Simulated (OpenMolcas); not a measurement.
Re3+ (d4) among equal point charges was computed by CASSCF with the d shell active (OpenMolcas, ANO-RCC-VDZP on the metal). Its lowest spin-free states, and all those of the highest spin:

```
2S+1  Degeneracy  E (cm-1)
   5           1       0.0
   5           2     12062
   5           2     12457
   3           1     15322
   3           1     15853
   3           2     16738
   3           2     17533
   3           2     18805
   3           1     19153
   3           1     20519
   1           1     22833
   1           1     23221
```

Q: Is the site octahedral, tetrahedral or cube-like, axial, or of lower symmetry?

A: The states with 2S+1 = 5 have orbital degeneracies 1, 2, 2. There are pairs but no triples, so the site is axial: not cubic, but with a proper or improper axis of order three or more. The run had Re3+ among 5 point charges of -2 e arranged as a trigonal bipyramid (D3h), 2.02 Å from the ion, with the axial distance 2.121 Å.

Spin-orbit coupling mixes the spin-free states strongly: the lowest level takes only 70 % from its leading state, 5A1. Without dynamic correlation the repulsion within the d shell is too large (B by tens of per cent), so at a given field states of lower spin stand too high. Point charges give a weaker field than real ligands, and real ions of this kind are as a rule low spin; the high spin found here belongs to the model. Point charges carry no covalency, so the field is a model and not that of real ligands. No measured value stands beside these numbers.
